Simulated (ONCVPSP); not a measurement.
## Reading a pseudo-wave (H)

Columns: radius, all-electron u(r) and pseudo u(r) of the 1s shell (level -12.77 eV) of hydrogen in the configuration 1s0.5; BLYP, scalar-relativistic, ONCV scheme, ONCVPSP 4.0.1.

```
r (bohr)  all-electron  pseudo
   0.042        0.0877  0.0747
   0.085        0.1697  0.1499
   0.128        0.2442  0.2225
   0.170        0.3103  0.2900
   0.212        0.3702  0.3535
   0.255        0.4254  0.4138
   0.298        0.4750  0.4690
   0.340        0.5183  0.5175
   0.382        0.5568  0.5605
   0.425        0.5917  0.5986
   0.467        0.6217  0.6301
   0.510        0.6485  0.6569
   0.552        0.6711  0.6783
   0.595        0.6909  0.6962
   0.638        0.7076  0.7108
   0.680        0.7211  0.7227
   0.722        0.7320  0.7327
   0.765        0.7408  0.7410
   0.807        0.7472  0.7472
   0.850        0.7517  0.7517
   0.892        0.7543  0.7543
   0.935        0.7552  0.7552
   0.977        0.7545  0.7545
   1.020        0.7525  0.7525
   1.062        0.7492  0.7492
   1.105        0.7446  0.7446
```

Problem. How many radial nodes do the two functions have?

Solution. The all-electron 1s function has n − l − 1 = 0; the pseudo-wave has 0.

Problem. At about which radius was the pseudo-wave matched?

Solution. 0.85 bohr. The columns agree to 0.0005 from 0.77 bohr on; several derivatives are matched, so the curves merge somewhat inside the radius.

Problem. Where does each function peak?

Solution. Outermost all-electron maximum near 0.94 bohr, pseudo maximum near 0.94 bohr (to the table’s step).

Problem. Is the pseudo-wave norm-conserving?

Solution. Yes: the ONCV scheme keeps the norm inside the radius equal to the all-electron one, which fixes the energy derivative of the logarithmic derivative at the level.
